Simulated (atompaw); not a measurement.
## Reading a pseudo-wave (Pr (Z = 59))

Columns: radius, all-electron u(r) and pseudo u(r) of the 5s shell (level -40.54 eV) of praseodymium in the configuration [Kr] 4d10 4f2.5 5s2 5p6 5d0.5 6s2 6p0; PBE, scalar-relativistic, PAW (atompaw) scheme, atompaw 4.2.0.5.

```json
{"r (bohr)": "0.104", "all-electron": "-0.0918", "pseudo": "0.2004"}
{"r (bohr)": "0.208", "all-electron": "0.3506", "pseudo": "0.3944"}
{"r (bohr)": "0.312", "all-electron": "-0.0183", "pseudo": "0.5759"}
{"r (bohr)": "0.415", "all-electron": "-0.4250", "pseudo": "0.7379"}
{"r (bohr)": "0.519", "all-electron": "-0.5142", "pseudo": "0.8791"}
{"r (bohr)": "0.623", "all-electron": "-0.3322", "pseudo": "0.9946"}
{"r (bohr)": "0.727", "all-electron": "-0.0263", "pseudo": "1.0824"}
{"r (bohr)": "0.831", "all-electron": "0.2909", "pseudo": "1.1417"}
{"r (bohr)": "0.935", "all-electron": "0.5595", "pseudo": "1.1731"}
{"r (bohr)": "1.038", "all-electron": "0.7563", "pseudo": "1.1788"}
{"r (bohr)": "1.142", "all-electron": "0.8850", "pseudo": "1.1614"}
{"r (bohr)": "1.246", "all-electron": "0.9526", "pseudo": "1.1244"}
{"r (bohr)": "1.350", "all-electron": "0.9713", "pseudo": "1.0718"}
{"r (bohr)": "1.454", "all-electron": "0.9537", "pseudo": "1.0079"}
{"r (bohr)": "1.558", "all-electron": "0.9106", "pseudo": "0.9365"}
{"r (bohr)": "1.662", "all-electron": "0.8510", "pseudo": "0.8612"}
{"r (bohr)": "1.765", "all-electron": "0.7829", "pseudo": "0.7857"}
{"r (bohr)": "1.869", "all-electron": "0.7101", "pseudo": "0.7104"}
{"r (bohr)": "1.973", "all-electron": "0.6371", "pseudo": "0.6371"}
{"r (bohr)": "2.077", "all-electron": "0.5666", "pseudo": "0.5666"}
{"r (bohr)": "2.181", "all-electron": "0.5002", "pseudo": "0.5002"}
{"r (bohr)": "2.285", "all-electron": "0.4388", "pseudo": "0.4388"}
{"r (bohr)": "2.388", "all-electron": "0.3835", "pseudo": "0.3835"}
{"r (bohr)": "2.492", "all-electron": "0.3333", "pseudo": "0.3333"}
{"r (bohr)": "2.596", "all-electron": "0.2885", "pseudo": "0.2885"}
{"r (bohr)": "2.700", "all-electron": "0.2490", "pseudo": "0.2490"}
```

Problem. How many radial nodes do the two functions have?

Solution. The all-electron 5s function has n − l − 1 = 4 (the table is too coarse to show those close to the nucleus); the pseudo-wave has 0, since the states of the same l below it are removed with the core.

Problem. At about which radius was the pseudo-wave matched?

Solution. 1.95 bohr, where the columns begin to agree (steps of 0.10 bohr).

Problem. Is the pseudo-wave norm-conserving?

Solution. No, it belongs to a PAW set: the norm inside the radius is not constrained, and the difference is carried by the augmentation charge.
